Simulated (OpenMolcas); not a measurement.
Computed levels of 4s² 4p in ions with 31 electrons, in cm-1 above ²P°_1/2.

| Quantity | Value |
| --- | --- |
| Program | OpenMolcas 26.06 |
| Method | MS-CASPT2, IPEA 0.25 Eh, imaginary shift 0.1 Eh |
| Basis | ANO-RCC-VQZP |
| Scalar Hamiltonian | DKH2, point nucleus |
| Spin-orbit coupling | RASSI with atomic mean-field integrals over the reference wave functions, term energies averaged over their components |

Active space for each ion: 3 electrons in 4 orbitals (4s 4p); closed shells correlated by CASPT2: 3d.

```json
{"Level": "²P°_3/2", "As2+": "2580", "Se3+": "3850", "Kr5+": "7280"}
```

**Question.** Estimate ²P°_3/2 for Br4+ from its neighbours Se3+ and Kr5+.

**Answer.** ²P°_3/2 is fine structure, which grows about as the fourth power of a screened charge, so the fourth roots are averaged: ((3850^0.25 + 7280^0.25) / 2)^4 = 5362. The calculation gives 5410, so the estimate is off by -0.9 %; the measured value is 6090 (Moore, Atomic Energy Levels, vol. II, NSRDS-NBS 35 (1971 reprint of NBS Circular 467, 1952)).

Over all roots computed the reference weight is 0.89 to 0.98 in As2+, 0.89 to 0.98 in Se3+, 0.90 to 0.99 in Br4+, 0.90 to 0.99 in Kr5+; the roots of lowest weight are the least certain, and an intruder state may touch them. Measured partners are found by configuration, term and J. A level has none where our copy of the source lacks it or the pairing is in doubt (some pairs that miss far off the trend of their configuration count as doubtful), and it then counts in no deviation. Levels of configurations outside the active space are missing.

° marks odd parity.
